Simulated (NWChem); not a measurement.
System: HfO2 anion, doublet; SMILES of the neutral closed-shell parent [O]=[Hf]=[O]

```xyz
3

Hf     0.0000     0.0000     0.1885
O      1.5167     0.0000    -0.8480
O     -1.5167     0.0000    -0.8480
```
Atoms are numbered in this order, from 1.

All runs: NWChem. Spin-unrestricted. In the optimisation the excess spin sits in a1 (C2v, its own frame). Sets without diffuse functions describe the anion's extra electron poorly. Structure relaxed at the B3LYP/def2-SVPD, spin-unrestricted level. The spin multiplicity was typed, not searched, and may not be the lowest. No stability test was run on the SCF state. The highest occupied level is positive in some or all of these runs, so the extra electron may be held by the finite basis. def2 effective core potentials on Hf; no spin-orbit coupling. Level PBE/def2-SVP: energy and gradient on several grids; changes count from the extra-fine grid, which is no exact limit either.

```tsv
grid	size of the energy change (μHa)	largest change of a gradient component (μHa/bohr)
xcoarse	1000	1000
coarse	80	200
medium	< 10	30
fine	< 10	< 30
xfine	< 10	< 30
```
